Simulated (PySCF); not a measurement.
This PySCF input asks for the NMR shieldings of `B[C@H](B(F)F)C(=C)CC`, C$_{5}$H$_{10}$B$_{2}$F$_{2}$; the geometry comes from GFN2-xTB.

```python
import basis_set_exchange as bse
import numpy as np
from pyscf import gto, dft
from pyscf.prop import nmr

atoms = """
B    -2.136014   -1.272432    0.357713
C    -0.958424   -0.232984    0.488070
B    -1.601788    1.183765    0.209370
F    -1.561649    1.793866   -0.956230
F    -2.244129    1.865033    1.140872
C     0.260138   -0.476768   -0.375085
C     0.188501   -0.655466   -1.683701
C     1.574473   -0.432615    0.355466
C     1.952361    1.006704    0.711193
H    -2.175365   -2.019605   -0.536306
H    -2.966139   -1.285268    1.179585
H    -0.667169   -0.214540    1.544036
H     1.069437   -0.813351   -2.281628
H    -0.751193   -0.646115   -2.207500
H     2.356496   -0.860958   -0.273483
H     1.511354   -1.027978    1.270416
H     1.191695    1.465446    1.340026
H     2.900373    1.030886    1.243762
H     2.047240    1.601630   -0.194152
"""
names = dict.fromkeys(["B", "C", "F", "H"], "pcSseg-1")
basis = {el: gto.basis.parse(bse.get_basis(n, elements=[el], fmt="nwchem")) for el, n in names.items()}
mol = gto.M(atom=atoms, basis=basis, charge=0, verbose=0)
mf = dft.RKS(mol, xc="PBE0")
mf.grids.level = 2
mf.grids.alignment = dft.numint.BLKSIZE   # the property module wants whole blocks of grid points
mf.conv_tol = 1e-9
mf.kernel()

calc = nmr.RKS(mf)   # GIAO
C = mf.mo_coeff
Co = C[:, mf.mo_occ > 0]
resp = mf.gen_response(singlet=True, hermi=2)
def vind(x):   # induced exchange potential for any number of trial vectors
    d = np.einsum("pi,xij,qj->xpq", C, 2 * x.reshape(-1, C.shape[1], Co.shape[1]), Co, optimize=True)
    return np.einsum("xpq,pi,qj->xij", resp(d - d.transpose(0, 2, 1)), C, Co, optimize=True).ravel()
mo1, _ = nmr.rhf.solve_mo1(calc, with_cphf=vind)
sigma = calc.kernel(mo1)
for i, s in enumerate(sigma):   # ppm
    print("%2d %-2s %9.2f" % (i, mol.atom_pure_symbol(i), np.trace(s) / 3))
```

Task: Give the expected output.

Result: 
```
 0 B       9.30
 1 C     128.83
 2 B      74.85
 3 F     230.72
 4 F     237.97
 5 C      26.72
 6 C      70.63
 7 C     147.80
 8 C     169.02
 9 H      23.81
10 H      23.85
11 H      28.42
12 H      26.27
13 H      26.25
14 H      29.36
15 H      29.95
16 H      30.65
17 H      30.44
18 H      30.81
```

These numbers come from an equivalent density-fitted implementation of the same equations, which agrees with the script to about 0.01 ppm for H and up to a few tenths of a ppm for heavy atoms, so last digits may differ.

Size and cost of the density-fitted run: 203 basis functions, 67 s wall time on 1 thread of an Arm Neoverse N1, shared host; peak memory 0.89 GiB.
